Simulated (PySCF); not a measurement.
Coordinates in bohr (charge 0 multiplicity 1):
```
Ge    0.0000    0.0000    0.0000
Br    0.0000    0.0000    4.7072
Br    0.0000    0.0000   -4.7072
```

Computed with PBE in PySCF with Ge def2-SVP, Br def2-SVP; no relativity; density-fitted integrals.

This geometry of GeBr2 is a stationary point at this level.

**Question.** What is the point group?

**Answer.** D∞h.

**Question.** Is it a minimum?

**Answer.** No: it has 2 imaginary modes (one degenerate set), at 115i cm⁻¹ (πu).

**Question.** List the harmonic modes with their infrared intensities.

**Answer.** 
```csv
symmetry,ω (cm⁻¹),"IR (km/mol, summed over degenerate members)"
πu,115i,–
σg+,182,0.0
σu+,245,172
```

**Question.** Give the atomic charges and bond orders.

**Answer.** 
```
 atom  Mulliken  Löwdin  polar tensor  Mayer order to Ge1
  Ge1      0.53    0.22          1.19                   –
Br2,3     -0.26   -0.11         -0.59                1.11
```

In D∞h the vibrations span πu + σg+ + σu+. The σg+ mode carries no infrared intensity, as symmetry demands. With a centre of inversion only u modes can be infrared active and only g modes Raman active.

Only a few start shapes were tried, so a lower isomer may exist. At this level a singlet minimum of C2v symmetry lies 125 kJ/mol below this structure.
